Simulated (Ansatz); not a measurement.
Wavefunction ladder for BH$_{6}$NSn (`N[BH][SnH3]`)

```xyz
9

N     1.4323   -0.0666    0.9867
B     0.8390    0.3832   -0.1791
Sn   -1.3143   -0.1046   -0.6091
H     2.3934    0.1284    1.2200
H     0.9580   -0.6164    1.6840
H     1.5025    1.0306   -0.9365
H    -1.5188   -0.9858   -2.0621
H    -2.2951    1.2912   -0.7499
H    -1.9970   -1.0600    0.6460
```

Total charge 0; spin multiplicity 1. Correlated methods include outer-core shells of Sn, which these sets cover unevenly. Sn: def2 effective core potential. All single points use the PBE0-D4/def2-TZVP geometry. It is one conformer, not always the lowest. Frozen core, restricted reference, Ansatz.

```tsv
basis	HF (Eh)	MP2 corr.	CCSD corr.	(T)	CCSD(T) total
def2-SVP	-295.91669	-0.37909	-0.42535	-0.01200	-296.35404
def2-TZVPP	-296.01981	-0.65967	-0.68839	-0.02245	-296.73065
def2-QZVPP	-296.02557	-0.89333	–	–	–
```
